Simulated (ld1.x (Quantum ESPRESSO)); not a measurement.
## Building the RRKJ potential for gallium (Ga) (PBE, scalar-relativistic).

gallium, norm-conserving RRKJ (Kleinman–Bylander form), made with ld1.x (Quantum ESPRESSO) 7.5 (PBE, scalar-relativistic). Core [Ar], reference 3d10 4s2 4p1. Waves: 4s (bound): rc 1.95 bohr; 3d (bound): rc 1.25 bohr; 4p (bound): rc 2.80 bohr. Local part: the p channel. Core correction: none. rho0 = 0.02.

All-electron outer shells of the reference configuration (PBE, scalar-relativistic, ld1.x):

| shell | level (eV) | outermost node (bohr) | outermost maximum (bohr) |
| --- | --- | --- | --- |
| 3s | -148.13 | 0.27 | 0.56 |
| 3p | -98.86 | 0.24 | 0.56 |
| 3d | -19.15 | – | 0.53 |
| 4s | -8.95 | 0.81 | 1.90 |
| 4p | -2.58 | 0.87 | 2.53 |

Estimate the cutoffs (Ry, on a coarse ladder) from which the occupation-weighted sum of valence levels, in a spherical-Bessel basis at the reference potential, stays within 10 and 1 mRy of its value at 400 Ry.

140 Ry and 200 Ry.

What does a ghost test show?

Ghost state, extra bound levels that the all-electron valence spectrum of the same l lacks: s at -1449.4 eV. A true bound ghost makes a file unfit for plane-wave use.

Which valence shell sets the plane-wave cutoff?

3d: its level needs 140 Ry to come within 1 mRy, against 40 Ry for 4s.

Tests: 3d10 4s2 4p0; 3d10 4s1 4p0; 3d10 4s0 4p0; 3d10 4s0 4p3; 3d9 4s0 4p0; 3d9 4s2 4p1; 3d10 4s1 4p1. Which has the largest error in its energy relative to the reference configuration, and how large is it?

3d9 4s2 4p1, with -487 meV (all-electron minus pseudo) on +27.70 eV.
